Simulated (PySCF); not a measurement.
CH3F2MoNS, SMILES C[N]=[Mo]([F])([F])=[S], multiplicity 1. Geometry: PBE-D3(BJ)/def2-SVP. The multiplicity is an assumed one; no other spin state was optimised. The structure was generated by enumeration; whether it is a known compound was not checked. The def2 effective core potentials stand for the cores of Mo; spin–orbit coupling is left out.

Computed equilibrium geometry at PBE-D3(BJ)/def2-SVP (PySCF confirms it by a frequency run) as bond lengths and angles, and its point group:
point group Cs.
Atoms: Mo1 N2 C3 H4 H5 H6 S7 F8 F9. Bond lengths (Å): Mo1–N2 1.725, Mo1–S7 2.132, Mo1–F8 1.864, Mo1–F9 1.864, N2–C3 1.420, C3–H4 1.112, C3–H5 1.116, C3–H6 1.112. Angles (°): N2–Mo1–S7 104.1, N2–Mo1–F8 107.2, N2–Mo1–F9 107.2, S7–Mo1–F8 110.1, S7–Mo1–F9 110.1, F8–Mo1–F9 117.3, Mo1–N2–C3 155.9, N2–C3–H4 110.6, N2–C3–H5 110.0, N2–C3–H6 110.6, H4–C3–H5 108.7, H4–C3–H6 108.1, H5–C3–H6 108.7.
Charge 0, spin multiplicity 1.
